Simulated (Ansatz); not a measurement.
Relaxation of AlFGeH4 (7 atoms, charge 0, multiplicity 1), to a largest force component of 0.02 eV/Å in at most 50 steps.

Method: Ansatz 0.2.0, RKS CAM-B3LYP/def2-SVP.

```xyz
7
Properties=species:S:1:pos:R:3
F -2.170 -0.510 0.459
Ge -0.824 -0.282 -0.600
Al 1.085 0.362 0.727
H -0.455 -1.611 -1.321
H -1.103 0.814 -1.671
H 2.413 -0.556 0.765
H 1.115 1.714 1.595
```

Problem. Where does it end, and by what steps?

Solution. It converged. The force dipped under the threshold on the way, but the program's further checks kept it going. After 18 steps the energy has fallen by 0.176 eV; H7 moved furthest, 0.83 Å.

```json
{"step": "0", "energy less start (eV)": "0.0000", "largest force component (eV/Å)": "1.007", "accepted": "yes"}
{"step": "1", "energy less start (eV)": "-0.0751", "largest force component (eV/Å)": "0.864", "accepted": "yes"}
{"step": "2", "energy less start (eV)": "-0.1478", "largest force component (eV/Å)": "0.276", "accepted": "yes"}
{"step": "3", "energy less start (eV)": "-0.1454", "largest force component (eV/Å)": "0.295", "accepted": "no"}
{"step": "4", "energy less start (eV)": "-0.1643", "largest force component (eV/Å)": "0.047", "accepted": "yes"}
{"step": "5", "energy less start (eV)": "-0.1676", "largest force component (eV/Å)": "0.023", "accepted": "yes"}
{"step": "6", "energy less start (eV)": "-0.1688", "largest force component (eV/Å)": "0.010", "accepted": "yes"}
{"step": "7", "energy less start (eV)": "-0.1674", "largest force component (eV/Å)": "0.190", "accepted": "no"}
{"step": "8", "energy less start (eV)": "-0.1702", "largest force component (eV/Å)": "0.046", "accepted": "yes"}
{"step": "9", "energy less start (eV)": "-0.1704", "largest force component (eV/Å)": "0.112", "accepted": "yes"}
{"step": "10", "energy less start (eV)": "-0.1714", "largest force component (eV/Å)": "0.085", "accepted": "yes"}
{"step": "11", "energy less start (eV)": "-0.1725", "largest force component (eV/Å)": "0.012", "accepted": "yes"}
{"step": "12", "energy less start (eV)": "-0.1737", "largest force component (eV/Å)": "0.054", "accepted": "yes"}
{"step": "13", "energy less start (eV)": "-0.1707", "largest force component (eV/Å)": "0.178", "accepted": "no"}
{"step": "14", "energy less start (eV)": "-0.1747", "largest force component (eV/Å)": "0.043", "accepted": "yes"}
{"step": "15", "energy less start (eV)": "-0.1747", "largest force component (eV/Å)": "0.057", "accepted": "yes"}
{"step": "16", "energy less start (eV)": "-0.1754", "largest force component (eV/Å)": "0.041", "accepted": "yes"}
{"step": "17", "energy less start (eV)": "-0.1757", "largest force component (eV/Å)": "0.003", "accepted": "yes"}
{"step": "18", "energy less start (eV)": "-0.1759", "largest force component (eV/Å)": "0.014", "accepted": "yes"}
```

```xyz
7
Properties=species:S:1:pos:R:3
F -2.201 0.020 0.284
Ge -0.742 -0.304 -0.638
Al 1.172 0.368 0.792
H -0.819 -1.802 -0.998
H -0.909 0.493 -1.949
H 2.642 0.026 0.314
H 0.917 1.132 2.151
```

The run took 31 s on 2 threads of Arm Neoverse V2, with other jobs on the host, peak memory 0.19 GiB.
